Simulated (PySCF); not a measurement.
Start geometry of `C=N[SiH2]C[SiH3]` from GFN2-xTB (Å):
```
atom  x, y, z in Å
C1    -2.431   -0.258    0.816
N2    -1.395   -0.353    0.169
Si3   -0.672    0.526   -1.125
C4     1.009    1.191   -0.401
Si5    2.012   -0.075    0.563
H6    -3.212    0.544    0.636
H7    -2.664   -0.941    1.609
H8    -0.426   -0.504   -2.130
H9    -1.427    1.650   -1.671
H10    1.566    1.574   -1.216
H11    0.756    2.039    0.256
H12    1.324   -0.485    1.796
H13    2.289   -1.217   -0.277
H14    3.263    0.575    0.969
```

Question: What comes out of this run: PySCF, PBE0-D3(BJ)/def2-SVP geometry optimisation, gas phase?

Answer: 
```
atom  x, y, z in Å
C1    -2.362   -0.563    0.803
N2    -1.192   -0.572    0.332
Si3   -0.623    0.380   -1.034
C4     0.874    1.343   -0.458
Si5    2.064    0.339    0.610
H6    -3.198    0.052    0.401
H7    -2.623   -1.194    1.673
H8    -0.227   -0.588   -2.099
H9    -1.699    1.286   -1.568
H10    1.413    1.719   -1.344
H11    0.547    2.226    0.118
H12    1.489    0.099    1.966
H13    2.366   -0.975   -0.037
H14    3.352    1.084    0.771
```

The energy falls by 27.3 kJ/mol over 10 energy and gradient evaluations, the largest force component goes from 0.0475 to 3.9e-04 Eh/bohr, and the atoms move by 0.164 Å rms after alignment. The bond that changes most is Si3–C4 (SiH2 silicon to sp3 carbon bound to silicon), which shortens by 0.076 Å. Bonds longer at the end by more than 0.005 Å: 10 of 13; shorter: 2. Among the angles that change most is C1–N2–Si3, from 135.4° to 125.9°. Among the dihedrals that turn most is H8–Si3–C4–H10, from 59° to 48°. Rotational constants go from 4906, 1706, 1381 to 5150, 1697, 1387 MHz. The orientation of the end geometry is arbitrary; only internal coordinates are fixed.

The run used 123 basis functions and 70 SCF cycles in all. Hardware: an Arm Neoverse V2 with one thread, no GPU, on a shared host. Cost: 57 s wall, 0.52 GiB resident at most.

Whether it is a minimum is left open (no frequencies). One conformer, not necessarily the lowest.
